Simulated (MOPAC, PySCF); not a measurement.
H6GaN3, SMILES `[Ga]([NH2])([NH2])[NH2]`, neutral singlet in the gas phase. 

Cartesian coordinates (Å):
```xyz
10

N     -1.1520    -1.4183    -0.0688
Ga    -0.0021    -0.0017     0.0154
N      1.7541    -0.2680     0.4410
N     -0.6340     1.6978    -0.2160
H     -2.0449    -1.3053    -0.5241
H     -0.7942    -2.3449    -0.2438
H      2.1786    -1.1683     0.2785
H      2.4244     0.4635     0.2595
H     -1.6213     1.8733    -0.1038
H     -0.1086     2.4719     0.1621
```
Charge 0, spin multiplicity 1.

All levels are single points at this geometry (r2SCAN-D4/def2-TZVP); Pople sets use spherical d functions. Orbital energies aren't observables, and empty levels follow the basis.

```csv
level,HOMO (eV),LUMO (eV),gap (eV),dipole (D),"vertical IE, Delta-SCF (eV)"
PBE-D3(BJ)/def2-TZVP in PySCF,-5.35,-0.69,4.66,0.70,–
r2SCAN-D4/def2-TZVP in PySCF,-5.66,-0.18,5.47,0.72,–
B3LYP/3-21G in PySCF,-5.52,0.62,6.14,0.96,–
BP86/6-31G* in PySCF,-5.03,-0.43,4.60,0.77,–
M06-2X/6-31G* in PySCF,-7.86,0.99,8.86,0.87,–
PBE/6-31G* in PySCF,-4.92,-0.46,4.47,0.77,–
SVWN5/6-31G* in PySCF,-5.04,-0.57,4.47,0.79,–
HF/3-21G in PySCF,-9.75,3.83,13.58,1.15,–
HF/6-31G* in PySCF,-10.13,3.09,13.22,0.94,–
AM1 in MOPAC,-9.12,-1.10,8.02,0.94,–
PM3 in MOPAC,-8.84,-1.25,7.59,0.74,–
PM6 in MOPAC,-9.18,0.64,9.82,1.14,–
PM7 in MOPAC,-9.27,1.34,10.61,1.25,–
```
